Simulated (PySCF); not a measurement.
**Electron correlation in B+ (boron, charge +1)**

[He] 2s1 2p1, high-spin 3P determinant (an excited configuration). All numbers are calculated (PySCF 2.14, scalar relativity by spin-free X2C-1e, in aug-cc-pVTZ-DK). Frozen: 1s2; 2 electrons correlated.

With two correlated electrons CCSD is exact within the correlated space (frozen core and kept virtual orbitals).

| level | correlation energy (mhartree) |
| --- | --- |
| CCSD | -4.83 |

Diagnostics: T1 = 0.0019, D1 = 0.0033, largest double amplitude 0.028.

Question: Is a single reference adequate?

Answer: Yes: T1 lies below 0.03 and no double amplitude reaches 0.07.
